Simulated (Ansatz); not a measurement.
`CC(C)[SiH2]O` + HCl → `CC(C)[SiH2]Cl` + H₂O at 700 K and 1 bar (ligand exchange at the Si–O bond).

Gas-phase electronic energies from Ansatz, PBE0-D4/def2-TZVP geometries. CCSD(T)/CBS is the MP2 limit (def2-TZVPP, def2-QZVPP) plus CCSD(T) − MP2 in def2-TZVPP, frozen cores. This one scheme is used for every species. One conformer a species, not always the lowest.

```
        species  CCSD(T)/CBS energy (Eh)  H − E (kJ/mol)  S (J/(mol·K))
 `CC(C)[SiH2]O`               -484.48576           422.7          506.0
            HCl               -460.38127            38.4          211.8
`CC(C)[SiH2]Cl`               -868.49382           385.4          495.7
            H₂O                -76.37941            80.5          218.4
```

H − E and S are ideal-gas, rigid-rotor, harmonic terms from PBE0-D4/def2-TZVP, for one conformer and one mirror image of each species. 1 Eh = 2625.50 kJ/mol, R = 8.31446 J/(mol·K).

By hand: ΔE, ΔH, ΔS and ΔG.

ΔE = (-868.49382) + (-76.37941) − (-484.48576) − (-460.38127) = -0.00620 Eh = -16.3 kJ/mol. Δ(H − E) = 385.4 + 80.5 − 422.7 − 38.4 = 4.8, so ΔH = -11.5 kJ/mol. ΔS = 495.7 + 218.4 − 506.0 − 211.8 = -3.7 J/(mol·K). ΔG = -11.5 − 700 × (-3.7)/1000 = -8.9 kJ/mol.

By hand: the equilibrium constant, and the temperature at which ΔG would vanish if ΔH and ΔS stayed fixed.

log₁₀ K = −ΔG/(RT ln 10) = 0.7. ΔG = 0 at ΔH/ΔS = 3108 K, far beyond where these terms or the molecules hold.

The number of gas molecules stays the same, so ΔS is small and ΔH decides. A doubt of 5 kJ/mol in ΔE shifts log₁₀ K by 0.4 here. Other conformers and mirror images would add mixing entropy, several J/(mol·K) or more a flexible species. These are equilibria of isolated gas molecules and say nothing of rates. Largest T1 diagnostic: 0.010 (customary marks: 0.02 for closed shells, 0.045 for open ones).
